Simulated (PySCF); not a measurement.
C5H7FN2S.
Atom-mapped SMILES: `[CH3:1][CH2:2][CH2:3][c:4]1[n:5][s:6][c:7]([F:8])[n:9]1` (hydrogens: H10, H11, H12 on C1; H13, H14 on C2; H15, H16 on C3)

Vertical excitations from PySCF (density fitting, frozen core in the response, grid level 2 and gas phase unless stated; continuum runs use non-equilibrium linear response for the excitations) on a GFN2-xTB geometry. Reference run:

| settings | S1, eV (f) | S2, eV (f) | S3, eV (f) | S4, eV (f) | S5, eV (f) | S6, eV (f) | T1, eV (Tamm–Dancoff) | mean α (au) |
| --- | --- | --- | --- | --- | --- | --- | --- | --- |
| PBE0/def2-SVPD, full TDDFT, 6 singlets | 5.53 (0.002) | 5.72 (0.000) | 5.82 (0.107) | 6.46 (0.002) | 6.59 (0.013) | 6.83 (0.013) | 4.04 | 90.2 |

What do these settings give: PBE0/pcSseg-0, grid level 4, fitting basis def2-qzvpp-jkfit, full TDDFT, 12 singlets?

| settings | S1, eV (f) | S2, eV (f) | S3, eV (f) | S4, eV (f) | S5, eV (f) | S6, eV (f) | T1, eV (Tamm–Dancoff) | mean α (au) |
| --- | --- | --- | --- | --- | --- | --- | --- | --- |
| PBE0/pcSseg-0, grid level 4, fitting basis def2-qzvpp-jkfit, full TDDFT, 12 singlets | 5.33 (0.004) | 6.15 (0.056) | 6.21 (0.024) | 6.68 (0.004) | 6.90 (0.012) | 7.15 (0.035) | 4.23 | 70.0 |

S1 moves by -0.20 eV. States are counted by energy in each run and needn't keep their character from row to row.

Which orbital pairs make up S1 in each run, and how does it sit against the orbital gap?

| settings | S1 configurations (weight) | S1 (eV) | orbital gap (eV) | S1 − gap (eV) |
| --- | --- | --- | --- | --- |
| PBE0/def2-SVPD, full TDDFT, 6 singlets | H−1→L 0.96 | 5.53 | 6.58 | -1.05 |
| PBE0/pcSseg-0, grid level 4, fitting basis def2-qzvpp-jkfit, full TDDFT, 12 singlets | H−1→L 0.97 | 5.33 | 6.85 | -1.52 |

The values belong to the conformer `[CH3:1][CH2:2][CH2:3][c:4]1[n:5][s:6][c:7]([F:8])[n:9]1`: C1–C2–C3–C4 178°, C2–C3–C4–N5 114°.
